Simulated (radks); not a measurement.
Results of a calculation; reference values are marked as such.
Charge is removed step by step from the 5p (averaged over the sub-levels emptied) level of the lutetium ion Lu2+, starting from [Xe] 4f14 6s1. Level of theory: Dirac Kohn-Sham, PBEsol, spin-unpolarised, spherical densities, point nucleus (a radial shooting solver on a logarithmic mesh with Libxc functionals).

| removed (e) | E - E(0) (eV) | eigenvalue (eV) | E minus straight line (eV) |
|---|---|---|---|
| 0 | 0.000 | -49.159 | 0.000 |
| 0.25 | 12.729 | -52.687 | -1.347 |
| 0.5 | 26.348 | -56.271 | -1.805 |
| 0.75 | 40.870 | -59.909 | -1.361 |
| 1 | 56.307 | -63.598 | 0.000 |

Removing the whole electron costs 56.307 eV by Delta-SCF, against 49.159 eV from minus the eigenvalue at the starting occupation. Slater's transition state (half an electron removed) gives 56.271 eV. Integrating minus the eigenvalue over the occupation (Janak's theorem) gives 56.307 eV. The mean slope of the eigenvalue, de/dn, is 14.4 eV per electron.
